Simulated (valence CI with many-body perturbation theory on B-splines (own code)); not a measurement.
## La17+ in three bases

Computed by valence CI with perturbative core correlation (CI+MBPT): four valence electrons over a frozen Dirac-Fock core [Kr], a basis of 7 s, 7 p, 8 d, 6 f, 4 g, 1 h functions for each j, with the one-electron correlation potential Σ1, the two-electron term Σ2, the three-electron term Σ3, Breit, model QED; selected CI, second order for the rest, scaled by the run's own slope (own B-spline code, finite nucleus).

No measured spectrum was set against this ion. As an estimate, terms of the open shell hold to 2 to 4 % of their energy, and close levels can change places. Only levels of the ground parity were solved; by the run's estimate the other parity begins above the list, which can be wrong where configurations are misplaced.

The reference run has the lowest level 4d4 5D_0 and an ionisation energy of 465.724 eV. Its largest variational space holds 19978 state functions.

Names give the largest LS component (configuration and term), which can be under half, so a name can repeat, a term be missing and a line seem to break the LS rules; names also repeat where a configuration has a term twice. Letters in brackets count levels of one name in rising energy.

Changed runs:
A. basis 6 s, 6 p, 5 d, 5 f, 1 g
B. basis 5 s, 5 p, 4 d, 4 f

Excitation energies of the reference run in cm⁻¹, and shifts in cm⁻¹:

| Level | Reference | A | B |
| --- | --- | --- | --- |
| 4d4 5D_1 | 14120 | -133 | -306 |
| 4d4 5D_2 | 25014 | -171 | -364 |
| 4d4 5D_3 | 32647 | -146 | -264 |
| 4d4 5D_4 | 36127 | -26 | +69 |
| 4d4 3P_0 [a] | 51500 | +92 | +278 |
| 4d4 3H_4 | 53819 | +27 | +360 |
| 4d4 3G_3 | 62466 | +97 | +691 |
| 4d4 3F_2 [a] | 65011 | +180 | +915 |
| 4d4 3H_5 | 66590 | +75 | +643 |
| 4d4 3P_1 [a] | 69148 | +138 | +701 |
| 4d4 3H_6 | 72108 | +115 | +766 |
| 4d4 3G_4 | 78577 | +133 | +802 |
| Ionisation energy (eV) | 465.724 | -0.055 | -0.127 |
